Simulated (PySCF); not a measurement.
Cl6Si2, charge -1, doublet, geometry from GFN2-xTB (a state made from the parent by changing its charge; the spin is typed, not shown lowest). Base run: MP2/STO-3G (PySCF).

Input for PySCF:
```python
from pyscf import gto, scf, mp

mol = gto.Mole()
mol.atom = '''
    Cl    2.098559   -0.244712   -1.479515
    Si    1.101280    0.216462    0.300908
    Cl    2.631995    1.524427    1.120742
    Cl    1.515493   -1.437916    1.512771
    Si   -1.101280   -0.216462   -0.300908
    Cl   -1.515493    1.437916   -1.512771
    Cl   -2.631995   -1.524427   -1.120742
    Cl   -2.098559    0.244712    1.479515
'''
mol.basis = 'sto-3g'
mol.charge = -1
mol.spin = 1
mol.verbose = 4
mol.build()

mf = scf.UHF(mol)
mf.kernel()

pt = mp.MP2(mf, frozen=40)
pt.kernel()
print('E(MP2) = %.10f' % pt.e_tot)
mf.analyze()
```

Each row names what was changed in the base input (with any setting that the change needs).

| change | basis functions | E (Eh) | MP2 correlation (Eh) | SCF-reference HOMO (eV) | core-seconds (rough) |
|---|---|---|---|---|---|
| base | 72 | -3299.05672 | -0.07594 | -2.00 | 2 |
| basis = pcseg-0 | 104 | -3331.28176 | -0.34926 | -4.80 | 6 |
| basis = 6-31G | 104 | -3335.15290 | -0.33294 | -4.80 | 10 |
| basis = 3-21G | 104 | -3319.24850 | -0.35670 | -4.80 | 5 |
| basis = def2-SVP | 144 | -3335.10007 | -0.96543 | -3.79 | 20 |
| basis = def2-SV(P) | 144 | -3335.10007 | -0.96543 | -3.79 | 20 |
| basis = cc-pVDZ | 144 | -3336.19946 | -0.98050 | -4.05 | 20 |
| basis = pc-1 | 144 | -3336.07286 | -0.97496 | -4.31 | 20 |
| basis = 6-31G** | 144 | -3335.96205 | -0.91889 | -4.23 | 20 |
| basis = 6-31G* | 144 | -3335.96205 | -0.91889 | -4.23 | 30 |
| basis = pcseg-1 | 144 | -3335.90394 | -0.95419 | -4.35 | 20 |

Totals compare only among sets that treat the same electrons; sets with core potentials leave the core out.

Open shells are given as the SCF converged; they aren't shown to be the lowest states, and a large step between rows can be another state.
